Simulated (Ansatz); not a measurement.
One change: `[NH2][Ta]([NH2])([OH])=[S]` becomes `[NH2][Ta]([NH2])([F])=[S]`.

Ansatz, PBE0-D4/def2-TZVP geometries, multiplicity 1. Each molecule was computed in one conformer, which needn't be the lowest.

Elements past krypton have def2 core potentials.

```
                                                                                  property  `[NH2][Ta]([NH2])([OH])=[S]`
                                                   HOMO–LUMO gap (ωB97M-V/def2-TZVPP) / eV                         10.56
ideal-gas entropy at 298 K and 1 bar (rigid rotor, harmonic PBE0-D4/def2-TZVP) / J/(mol·K)                           388
                                                       LUMO energy (B3LYP/def2-TZVPP) / eV                         -1.09
                                                     HOMO energy (ωB97M-V/def2-TZVPP) / eV                         -9.37
                                        size of the dipole moment (ωB97M-V/def2-TZVPP) / D                          3.45
                                                       HOMO–LUMO gap (PBE/def2-TZVPP) / eV                          4.36
```

Task: Give the same properties after the change, and the shifts. (Estimate.)

Result: Ansatz gave: 
```csv
property,`[NH2][Ta]([NH2])([F])=[S]`,shift
HOMO–LUMO gap (ωB97M-V/def2-TZVPP) / eV,10.37,-0.19
"ideal-gas entropy at 298 K and 1 bar (rigid rotor, harmonic PBE0-D4/def2-TZVP) / J/(mol·K)",374,-14
LUMO energy (B3LYP/def2-TZVPP) / eV,-1.41,-0.32
HOMO energy (ωB97M-V/def2-TZVPP) / eV,-9.54,-0.17
size of the dipole moment (ωB97M-V/def2-TZVPP) / D,4.58,1.13
HOMO–LUMO gap (PBE/def2-TZVPP) / eV,4.22,-0.14
```

With PBE0 the HOMO falls by 0.18 eV and the LUMO falls by 0.32 eV, so the gap narrows by about 0.14 eV. PBE moves the HOMO by -0.17 eV and ωB97M-V by -0.17 eV. The zero-point energy changes by -27.3 kJ/mol with -3 modes. Dipoles are sizes alone; their direction can turn.

B3LYP here is the variant with VWN-RPA as its local correlation; programs differ in this.
